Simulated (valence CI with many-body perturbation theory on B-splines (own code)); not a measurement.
# Sensitivity of CI+MBPT for Sr VII

Computed by configuration interaction combined with many-body perturbation theory (CI+MBPT): four valence electrons over a frozen Dirac-Fock core [Ar] 3d10, radial functions for each j: 6 s, 6 p, 5 d, 3 f, 1 g, with the one-electron correlation potential Σ1, the two-electron term Σ2, the three-electron term Σ3, Breit, model QED; selected CI, second order for the rest, scaled by the run's own slope (own B-spline code, finite nucleus).

Set against measurement, 13 paired levels are off by 130 cm⁻¹ on average, the worst by 403. These come from a selection out of Sansonetti, J. Phys. Chem. Ref. Data 41, 013102 (2012). Levels without a partner in it may be off by more.

The reference run has the lowest level 4s2.4p2 3P_0 and an ionisation energy of 105.006 eV. Its largest variational space holds 10004 state functions.

Names give the largest LS component (configuration and term), which can be under half, so a name can repeat, a term be missing and a line seem to break the LS rules; names also repeat where a configuration has a term twice.

Changed runs:
A. orbitals per symmetry with explicit Σ2 and valence Breit (the others get mean screening factors) 5 → 7
B. correlating orbitals by l 3 3 3 2 1 → 4 4 3 0 0
C. highest l in the core sums 6 → 4; factor on the speed of light 1 → 10; QED terms on → off
D. Davidson tolerance 2e-05 → 0.03 (bad on purpose)

Excitation energies of the reference run in cm⁻¹, and shifts in cm⁻¹:

```tsv
Level	Reference	A	B	C	D
4s2.4p2 3P_1	6820	-0.4	-92	-6781	-0.3
4s2.4p2 3P_2	12546	-0.6	+71	-12429	-0.7
4s2.4p2 1D_2	28488	-1.3	+871	-13426	-2.0
4s2.4p2 1S_0	51963	-1.0	+1334	-14019	-0.4
4s.4p3 5S°_2	128818	-6.4	-1101	-22328	-1.8
4s.4p3 3D°_1	167631	-5.3	+189	-20947	0
4s.4p3 3D°_2	167805	-5.3	+192	-21118	-2.8
4s.4p3 3D°_3	170242	-5.4	+177	-23552	-0.5
4s.4p3 3P°_0	190391	-5.1	+564	-23415	+0.1
4s.4p3 3P°_1	191173	-4.9	+542	-24196	-0.6
4s.4p3 3P°_2	192134	-4.7	+500	-25155	-3.3
4s.4p3 1D°_2	212922	-3.7	+484	-23571	-4.4
Ionisation energy (eV)	105.006	-0.0019	-0.117	-0.619	+0.0001
```
